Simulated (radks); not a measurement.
The numbers below are computed, except where a source is named.
Neutral molybdenum inside a hard spherical wall (all orbitals vanish at R), configuration held at [Kr] 4d5 5s1 and not refilled when levels cross. Code: a radial shooting solver on a logarithmic mesh with Libxc functionals. Model: scalar-relativistic Kohn-Sham, PBE, spin-polarised, spherical densities, finite nucleus; open shells are filled with parallel spins first (spin-orbit coupling, left out, can overturn this in heavy ions); Fermi nuclear charge, rms radius 4.4091 fm. Eigenvalues in eV for spin up, with the zero of energy where the potential of the charges vanishes at infinity; a dash marks a level that is unbound or too diffuse for the functional's potential to be trusted. A positive occupied level is held by the wall or, in an anion where self-interaction has pushed it up, behind a barrier. The pressure on the wall is -dE/dV.

\begin{tabular}{lrrrrrrrrr}
R (bohr) & E (hartree) & kinetic (hartree) & e(4s) & e(4p) & e(5s) & e(4d) & e(5p, empty) & e(6s, empty) & pressure (GPa) \\ \hline
free & -4048.73208 & 4174.471 & -64.798 & -39.088 & -4.613 & -4.571 & -1.300 & - & 0 \\
20 & -4048.73208 & 4174.471 & -64.798 & -39.088 & -4.613 & -4.571 & -1.300 & - & < 0.0001 \\
15 & -4048.73208 & 4174.471 & -64.798 & -39.088 & -4.613 & -4.570 & -1.293 & 0.250 & < 0.0001 \\
7 & -4048.71789 & 4174.566 & -64.225 & -38.523 & -4.046 & -4.064 & 0.060 & 7.958 & 0.747 \\
5 & -4048.59455 & 4175.148 & -61.804 & -36.184 & -1.008 & -1.923 & 4.816 & 25.213 & 15.4 \\
4 & -4048.25351 & 4176.500 & -57.945 & -32.521 & 5.451 & 1.774 & 13.661 & 51.396 & 92.2 \\
3 & -4046.70368 & 4182.246 & -48.362 & -23.277 & 28.626 & 12.627 & 42.385 & 123.25 & 852 \\
\end{tabular}
